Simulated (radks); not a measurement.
Results of a calculation; reference values are marked as such.
Problem. Ho3+, 64 electrons, occupied as [Xe] 4f9 5d1 (not the ground configuration). Code: a radial shooting solver on a logarithmic mesh with Libxc functionals. Model: scalar-relativistic Kohn-Sham, PBEsol, spin-polarised, spherical densities, finite nucleus; open shells are filled with parallel spins first (spin-orbit coupling, left out, can overturn this in heavy ions); Fermi nuclear charge, rms radius 5.2022 fm. Some entries of the table are withheld. Estimate them.

orbital,occ.,eigenvalue (eV),<r^2> (bohr^2)
1s down,1,-55505.28,0.0005886
1s up,1,-55505.28,0.0005886
2s up,1,-9319.263,0.009176
2s down,1,-9319.145,0.009176
2p up,3,-8262.727,0.007444
2p down,3,-8262.640,0.007444
3s up,1,-2115.794,0.06048
3s down,1,-2113.475,0.06040
3p up,3,-1792.855,0.06081
3p down,3,-1790.543,0.06071
3d up,5,-1382.214,0.05082
3d down,5,-1380.419,0.05071
4s up,1,-453.1274,0.3026
4s down,1,-448.2880,0.3027
4p up,3,-346.4687,0.3418
4p down,3,-341.7097,0.3422
4d up,5,-202.2710,0.4057
4d down,5,-197.5992,0.4072
5s up,1,-85.4454,1.694
5s down,1,-82.8460,1.719
5p up,3,-58.8421,(1)
5p down,3,-56.6666,(2)
4f up,7,(3),0.7018
4f down,2,(4),0.7379
5d up,1,-27.4630,(5)
5d down,0,-25.9348,(6)

Solution. 
(1) 5p up <r^2> (bohr^2): 2.270
(2) 5p down <r^2> (bohr^2): 2.314
(3) 4f up eigenvalue (eV): -44.2720
(4) 4f down eigenvalue (eV): -39.9248
(5) 5d up <r^2> (bohr^2): 4.547
(6) 5d down <r^2> (bohr^2): 4.718
